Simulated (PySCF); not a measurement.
Species: C6H9F.
SMILES: `C=C=CC(C)(C)F`

Torsions of this conformer, `[CH2:1]=[C:2]=[CH:3][C:4]([CH3:5])([CH3:6])[F:7]`: C2–C3–C4–C5 13°.

The closed-shell ground state was solved at several levels (PySCF, density fitting, gas phase, non-relativistic). Geometry: PBE0-D3(BJ)/def2-SVP, one conformer, isolated molecule.

| level | basis functions | HOMO (eV) | LUMO (eV) | gap (eV) | dipole (D) |
| --- | --- | --- | --- | --- | --- |
| PBE0/pcSseg-1 | 164 | -7.67 | 0.07 | 7.74 | 1.96 |
| wB97X-D/def2-SVPD | 215 | -9.55 | 1.79 | 11.34 | 2.02 |
| B97-2/pcSseg-1 | 164 | -7.41 | 0.02 | 7.43 | 1.95 |

Task: What might B3LYP/pcJ-1 (279 basis functions) give for the same quantities?

Result: HOMO -7.43 eV, LUMO -0.15 eV, gap 7.28 eV, dipole 1.93 D.

Task: Over all these levels, which gives the widest orbital gap and which the narrowest?

Result: wB97X-D/def2-SVPD (range-separated hybrid) has the widest, 11.34 eV, and B3LYP/pcJ-1 (global hybrid, 20 % exact exchange) the narrowest, 7.28 eV. Functional and basis both differ between the two, so the spread mixes both effects.

Task: How far do the dipole and the HOMO energy spread over the levels?

Result: The dipole runs from 1.93 to 2.02 D (mean 1.97 D) and the HOMO from -9.55 to -7.41 eV.
